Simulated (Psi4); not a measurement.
Psi4 was given this input:
```
memory 2 GB

molecule mol {
0 1
C     1.751348   -0.010039   -0.622427
Si   -0.017049   -0.011850   -0.005908
O    -0.877002   -1.114929   -0.791187
F    -0.731724    1.418387   -0.128203
F    -0.136128   -0.258294    1.574127
H     2.229285   -0.968274   -0.444629
H     2.336570    0.752944   -0.117402
H     1.794888    0.187786   -1.688739
H    -1.803446   -1.267734   -0.615768
}

set {
  basis def2-svpd
  reference rhf
  freeze_core true
}

energy('mp2')
print_variables()
```

### Question
What MP2 correlation energy does MP2/def2-SVPD run with Psi4 give?

### Answer
-0.8318 Eh

### Question
Predict the number of basis functions from MP2/def2-SVPD.

### Answer
145

### Question
Predict the total energy from MP2/def2-SVPD.

### Answer
-603.5868 Eh
